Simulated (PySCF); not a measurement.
B(F)(nPr)2, SMILES CCCB(F)CCC, GFN2-xTB optimised geometry.

```
22

B     -0.01    -0.53     0.00
F     -0.64    -1.70     0.00
C     -0.88     0.80     0.00
C     -2.35     0.61     0.38
C     -3.13     1.92     0.29
H     -0.84     1.22    -1.01
H     -0.43     1.55     0.65
H     -2.80    -0.13    -0.27
H     -2.41     0.23     1.40
H     -2.70     2.67     0.95
H     -4.17     1.76     0.57
H     -3.11     2.30    -0.73
C      1.58    -0.53     0.00
C      2.22    -1.78    -0.62
C      3.74    -1.75    -0.52
H      1.91    -0.46     1.04
H      1.97     0.36    -0.49
H      1.84    -2.67    -0.12
H      1.93    -1.85    -1.67
H      4.14    -0.87    -1.03
H      4.17    -2.64    -0.97
H      4.05    -1.71     0.52
```

Density from PBE0/def2-SVP (PySCF) at that geometry.

Minimum of the electron density along straight lines between bonded atoms, close to the bond critical point (lines longer than 1.1 times the sum of covalent radii, or with two minima, are not listed):

```csv
bond,length / Å,ρ at the minimum / e bohr⁻³,∇²ρ there / e bohr⁻⁵,position (fraction from the first atom)
B1–F2,1.325,0.188,[?],0.34
B1–C3,1.586,0.184,-0.24,0.33
C3–C4,1.533,0.238,-0.53,0.50
C4–C5,1.524,0.244,-0.56,0.50
C3–H6,1.096,0.265,-0.91,0.62
C3–H7,1.093,0.269,-0.94,0.62
C4–H8,1.091,0.277,-1.01,0.62
C4–H9,1.092,0.276,-1.00,0.62
C5–H10,1.088,0.276,-1.00,0.62
C5–H11,1.088,0.276,-1.00,0.62
C5–H12,1.088,0.275,-1.00,0.62
B1–C13,1.587,0.184,-0.24,0.33
C13–C14,1.534,0.237,-0.52,0.50
C14–C15,1.524,0.244,-0.56,0.50
C13–H16,1.096,0.265,-0.91,0.62
C13–H17,1.092,0.270,-0.95,0.62
C14–H18,1.091,0.277,-1.01,0.62
C14–H19,1.092,0.276,-0.99,0.62
C15–H20,1.088,0.276,-1.00,0.62
C15–H21,1.088,0.276,-1.00,0.62
C15–H22,1.088,0.276,-1.00,0.62
```

**Question.** Complete the blanks.

**Answer.** 
- B1–F2, ∇²ρ there / e bohr⁻⁵: 1.42
